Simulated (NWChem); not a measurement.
Species: BCl2, doublet; SMILES Cl[B]Cl

```xyz
3

Cl     1.5302     0.0000    -0.0997
B      0.0000     0.0000     0.7036
Cl    -1.5302     0.0000    -0.0997
```
Atoms are numbered in this order, from 1.

All runs: NWChem. Spin-unrestricted. In the optimisation the excess spin sits in a1 (C2v, its own frame). The geometry was optimised at PBE0/def2-SVP, spin-unrestricted. No stability test was run on the SCF state. Vzz is the largest principal value of the second derivative of the potential at the nucleus (NWChem prints the opposite sign); η is the asymmetry. Non-relativistic.

For level PBE/def2-SVP:

| Item | Result |
|---|---|
| Vzz Cl3 (a.u.) | 1.803 |
| η Cl3 | 0.61 |
| Vzz B2 (a.u.) | 0.282 |

### Question
How do the values read with level UHF/def2-TZVP instead?

### Answer
The vzz Cl3 (a.u.) is 2.145 and the η Cl3 is 0.51. The vzz B2 (a.u.) comes out as 0.397.
